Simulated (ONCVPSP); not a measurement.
## Varying the ONCV potential for N (Z = 7)

Base potential:

nitrogen, optimised norm-conserving Vanderbilt (ONCV), made with ONCVPSP 4.0.1 (PBE, scalar-relativistic). Core [He], reference 2s2 2p3. Waves: 2s: rc 0.85 bohr, ncon 5, nbas 10, qcut 6.5 1/bohr, 2 projectors, debl 1.9 Ha; 2p: rc 2.00 bohr, ncon 5, nbas 8, qcut 8.7 1/bohr, 2 projectors, debl 4 Ha. Local part: polynomial inside 0.85 bohr (lpopt 5, dvloc0 0 Ha). Core correction: Teter function, fcfact 5.5, rcfact 1.25.

All-electron outer shells of the reference configuration (PBE, scalar-relativistic, ld1.x):

```csv
shell,level (eV),outermost node (bohr),outermost maximum (bohr)
1s,-384.72,–,0.15
2s,-18.58,0.32,1.02
2p,-7.09,–,0.98
```

Cutoffs, loose and tight: the cutoffs (Ha) at which the residual kinetic energy of the hardest occupied pseudo-wave falls to 1 and 0.1 mHa per electron. They do not see the model core or the augmentation charge, which bear on the density cutoff. Test errors are all-electron minus pseudo excitation energies from the reference, over the configurations 2s2 2p2; 2s2 2p1; 2s2 2p0; 2s2 2p2.5. A dash means not determined; rows that change the core or the reference have their own tests.

| change | outcome | cutoff, loose | cutoff, tight | bound ghosts | GHOST(+) flags above zero | largest test error (meV) |
| --- | --- | --- | --- | --- | --- | --- |
| base | generated | 53 Ha | 291 Ha | none | none | +1078 |
| core correction Teter function, fcfact 5.5, rcfact 0.96 | generated | 53 Ha | 291 Ha | none | none | +1083 |
| core correction Teter function, fcfact 5.5, rcfact 1.12 | generated | 53 Ha | 291 Ha | none | none | +1088 |
| core correction Teter function, fcfact 5.5, rcfact 1.26 | generated | 53 Ha | 291 Ha | none | none | +1078 |
| core correction Teter function, fcfact 5.5, rcfact 1.38 | generated | 53 Ha | 291 Ha | none | none | +1056 |
| core correction Teter function, fcfact 5.5, rcfact 1.46 | generated | 53 Ha | 291 Ha | none | none | +1042 |
| core correction Teter function, fcfact 5.5, rcfact 1.62 | generated | 53 Ha | 291 Ha | none | none | +1001 |
| core correction Teter function, fcfact 5.5, rcfact 1.78 | generated | 53 Ha | 291 Ha | none | none | +944 |
| core correction Teter function, fcfact 5.5, rcfact 1.9 | generated | 53 Ha | 291 Ha | none | none | +887 |
| core correction Teter function, fcfact 5.5, rcfact 2.04 | generated | 53 Ha | 291 Ha | none | none | +803 |

Reading the sweep of the rcfact (base included, trends over the rows without a ghost): The loose cutoff stays near 53 Ha. The median size of the test errors (rows with all tests solved) stays near 144.6 meV.
